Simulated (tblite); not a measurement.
Isomers of C11H7N3. Level: GFN2-xTB in tblite, geometry and Hessian alike; calculated harmonic values, unscaled, isolated species. The method is semi-empirical: single wavenumbers can be off by several per cent or more. One conformer each.

Electronic energies: GFN2-xTB at the same geometries; isomer energies are rough at this level and their order can be wrong.

```tsv
SMILES	electronic energy, lowest = 0 (kJ/mol)
C=C/C=C/C=C/C(C#N)=C(C#N)C#N	530.0
c1ccc2nc3cnccc3nc2c1	14.7
c1ccc2nc3ncccc3nc2c1	12.4
c1cnc2c(c1)ccc1nccnc12	0.0
N#Cc1ccnc(-c2ccccn2)c1	127.3
```

Question: How do GFN2-xTB zero-point energies change the relative energies?

Answer: 
```csv
SMILES,ZPE (kJ/mol),of it from modes above 1550 cm⁻¹,electronic (kJ/mol),"with ZPE, lowest = 0 (kJ/mol)",lowest mode (cm⁻¹),rings
c1cnc2c(c1)ccc1nccnc12,399.9,147.6,0.0,0.0,82,3
c1ccc2nc3ncccc3nc2c1,399.6,148.4,12.4,12.0,84,3
c1ccc2nc3cnccc3nc2c1,399.5,148.5,14.7,14.2,83,3
N#Cc1ccnc(-c2ccccn2)c1,394.8,171.7,127.3,122.2,33,2
C=C/C=C/C=C/C(C#N)=C(C#N)C#N,377.8,200.0,530.0,507.8,35,0
```

The zero-point energies span 22.1 kJ/mol, from `C=C/C=C/C=C/C(C#N)=C(C#N)C#N` to `c1cnc2c(c1)ccc1nccnc12`. The order is unchanged.

Question: What do entropy and thermal enthalpy add at 298.15 K and 1 bar (rigid rotor, harmonic oscillator, one conformer each)?

Answer: 
| SMILES | point group | symmetry number | S (J/(mol K)) | H − H(0) (kJ/mol) | ZPE + H − H(0) − TS (kJ/mol) |
| --- | --- | --- | --- | --- | --- |
| c1cnc2c(c1)ccc1nccnc12 | Cs | 1 | 405.3 | 28.00 | 307.1 |
| c1ccc2nc3ncccc3nc2c1 | Cs | 1 | 404.4 | 27.98 | 307.0 |
| c1ccc2nc3cnccc3nc2c1 | Cs | 1 | 405.1 | 28.06 | 306.8 |
| N#Cc1ccnc(-c2ccccn2)c1 | Cs | 1 | 442.7 | 31.66 | 294.5 |
| C=C/C=C/C=C/C(C#N)=C(C#N)C#N | Cs | 1 | 517.1 | 40.85 | 264.5 |
